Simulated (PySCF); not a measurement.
## Basis and Hamiltonian dependence of the excitation energy of Al

Al [Ne] 3s2 3p1 (2P) → Al [Ne] 3s1 3p1 4s1 (4P). All values are computed (PySCF 2.14, energy differences of UHF-based or UKS calculations, no spin-orbit coupling). Values in eV.

```tsv
basis	Hamiltonian	functions	UHF	LDA	PBE0	MP2 (valence)	CCSD(T) (valence)	CCSD(T) (valence and next inner shell)
aug-cc-pVDZ-DK	spin-free X2C	27	6.472	7.648	7.495	7.165	7.516	n/a
dyall-av2z	non-relativistic	50	6.421	7.588	7.440	7.133	7.481	n/a
aug-cc-pV(T+d)Z	non-relativistic	55	6.414	7.579	7.436	7.226	7.536	n/a
aug-cc-pV(T+d)Z with one added diffuse shell each of s, p, d, f type	non-relativistic	71	6.356	n/a	n/a	7.180	7.496	n/a
aug-cc-pCVTZ-DK	spin-free X2C	75	6.433	7.607	7.461	7.249	7.556	7.641
aug-cc-pwCVTZ	non-relativistic	75	6.411	7.585	7.439	7.233	7.539	7.638
def2-QZVPPD	non-relativistic	76	6.382	7.571	7.419	7.251	7.530	7.629
dyall-av3z	spin-free X2C	84	6.373	7.583	7.433	7.211	7.514	n/a
dyall-av3z	non-relativistic	84	6.353	7.560	7.411	7.190	7.495	n/a
x2c-QZVPPall with one added diffuse shell each of s, p, d, f type	spin-free X2C	86	6.399	7.592	7.439	7.267	7.546	7.646
aug-cc-pV(Q+d)Z	non-relativistic	89	6.363	7.561	7.413	7.229	7.512	n/a
dyall-ae3z	spin-free X2C	102	7.384	8.319	8.237	8.162	n/a	n/a
dyall-acv3z	non-relativistic	113	6.352	7.559	7.410	7.196	7.498	n/a
aug-cc-pV(Q+d)Z with one added diffuse shell each of s, p, d, f, g type	non-relativistic	114	6.344	7.558	7.408	7.216	n/a	n/a
```

Frozen in the all-electron rows: valence: [Ne]; valence and next inner shell: 1s2.

At UHF, dyall-ae3z lies more than 0.3 eV from the median of the rows with comparable relativity. Of these, dyall-ae3z has no diffuse functions of the l that the added or promoted electron needs.

The upper state lies above the first ionisation limit, but in LS coupling its spin forbids autoionisation to the ground ion. A Rydberg-like electron needs more diffuse functions than a valence basis has.
